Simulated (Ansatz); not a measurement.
Relaxation of BFGeH3 (6 atoms, charge 0, multiplicity 2), to a largest force component of 0.02 eV/Å in at most 50 steps.

Theory: UKS B3LYP/def2-SVP (Ansatz 0.2.0).

```xyz
6
Properties=species:S:1:pos:R:3:forces:R:3
B -0.851 0.407 -0.662 -4.63 -9.09 -11.18
Ge 0.573 -0.086 0.550 2.23 -4.20 -0.75
F 1.257 -1.731 0.384 -0.15 0.39 0.29
H -0.496 0.872 0.021 5.01 11.46 13.46
H -1.306 1.475 -0.559 -1.76 0.93 -1.45
H 1.515 0.339 1.714 -0.71 0.52 -0.37
```

Q: Where does it end, and by what steps?

A: It converged. After 13 steps the energy has fallen by 6.650 eV; H4 moved furthest, 1.21 Å. The start is strongly strained (largest force component 13 eV/Å), so its close contacts needn't be bonds. Parted: Ge2–H4 (1.53 → 2.72 Å).

```json
{"step": "0", "energy less start (eV)": "0.0000", "largest force component (eV/Å)": "13.458", "accepted": "yes"}
{"step": "1", "energy less start (eV)": "-2.9235", "largest force component (eV/Å)": "4.558", "accepted": "yes"}
{"step": "2", "energy less start (eV)": "-4.0164", "largest force component (eV/Å)": "3.191", "accepted": "yes"}
{"step": "3", "energy less start (eV)": "-4.7061", "largest force component (eV/Å)": "1.405", "accepted": "yes"}
{"step": "4", "energy less start (eV)": "-5.1558", "largest force component (eV/Å)": "2.158", "accepted": "yes"}
{"step": "5", "energy less start (eV)": "-5.5670", "largest force component (eV/Å)": "2.738", "accepted": "yes"}
{"step": "6", "energy less start (eV)": "-5.8318", "largest force component (eV/Å)": "2.443", "accepted": "yes"}
{"step": "7", "energy less start (eV)": "-6.3173", "largest force component (eV/Å)": "0.864", "accepted": "yes"}
{"step": "8", "energy less start (eV)": "-6.5247", "largest force component (eV/Å)": "0.492", "accepted": "yes"}
{"step": "9", "energy less start (eV)": "-6.6101", "largest force component (eV/Å)": "0.349", "accepted": "yes"}
{"step": "10", "energy less start (eV)": "-6.6443", "largest force component (eV/Å)": "0.160", "accepted": "yes"}
{"step": "11", "energy less start (eV)": "-6.6459", "largest force component (eV/Å)": "0.150", "accepted": "yes"}
{"step": "12", "energy less start (eV)": "-6.6500", "largest force component (eV/Å)": "0.033", "accepted": "yes"}
{"step": "13", "energy less start (eV)": "-6.6500", "largest force component (eV/Å)": "0.006", "accepted": "yes"}
```

```xyz
6
Properties=species:S:1:pos:R:3
B -0.694 0.897 -0.161
Ge 0.724 -0.218 0.622
F 1.223 -1.711 -0.140
H -0.966 1.904 0.437
H -1.220 0.537 -1.178
H 1.626 -0.133 1.867
```

Whether the end is a true minimum wasn't checked by a vibrational analysis.

Time of the run: 19 s on 2 threads of Intel(R) Xeon(R) Platinum 8559C (Emerald Rapids) (shared host), peak memory 0.24 GiB.
